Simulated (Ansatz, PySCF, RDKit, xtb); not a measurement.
Complex: SiH4 (SMILES [SiH4]) (first 5 atoms) with C2H6O (SMILES CCO); geometry from B3LYP-D3(BJ)/def2-TZVP, rigid monomers moved along the line of their centres of mass till Si1···O8 is 3.50 Å.
(charge 0, multiplicity 1):
```
atom    x (Å)    y (Å)    z (Å)
----  -------  -------  -------
Si    -0.0535  -0.0674  -0.0831
H     -1.2349   0.1941   0.7671
H     -0.3987   0.3154  -1.4767
H      0.3081  -1.4990  -0.0665
H      1.0879   0.7688   0.3487
C      0.1338   1.3196   4.3472
C     -0.2382  -0.1466   4.2180
O      0.5714  -0.8406   3.2693
H     -0.5293   1.8233   5.0543
H      0.0593   1.8228   3.3826
H      1.1576   1.4332   4.7147
H     -0.1871  -0.6436   5.1942
H     -1.2594  -0.2509   3.8502
H      1.4966  -0.7342   3.5166
```

Monomers are frozen at their geometry in the pair; levels with a basis set take the counterpoise correction. Rows marked so take none. RDKit's UFF carries no charges.

Correlated levels freeze the cores. Rows in 6-31G* carry no dispersion term and start afresh at each structure (6-31G* with six Cartesian d functions). MP2/6-31G* freezes PySCF's default core.

The values were computed with Ansatz (Gaussian orbitals); PySCF for 6-31G* rows, the dispersion terms; RDKit for the force fields; xtb for the GFN methods. 

```
level                           interaction energy (kcal/mol)
------------------------------  -----------------------------
UFF                                                     -1.26
GFN-FF                                                  -0.89
HF/6-31G* (no counterpoise)                             -1.71
BP86/6-31G* (no counterpoise)                           -1.57
B3LYP/6-31G* (no counterpoise)                          -2.18
PBE0-D3(BJ)/def2-TZVPPD                                 -2.14
PBE0-D4/def2-TZVPPD                                     -2.15
MP2/6-31G* (no counterpoise)                              [?]
SCS-MP2/aug-cc-pV(D+d)Z                                 -1.57
```

Question: Fill in the missing entries.

Answer: 
- MP2/6-31G* (no counterpoise), interaction energy (kcal/mol): -2.99

Ansatz is a quantum-chemistry and plane-wave program.
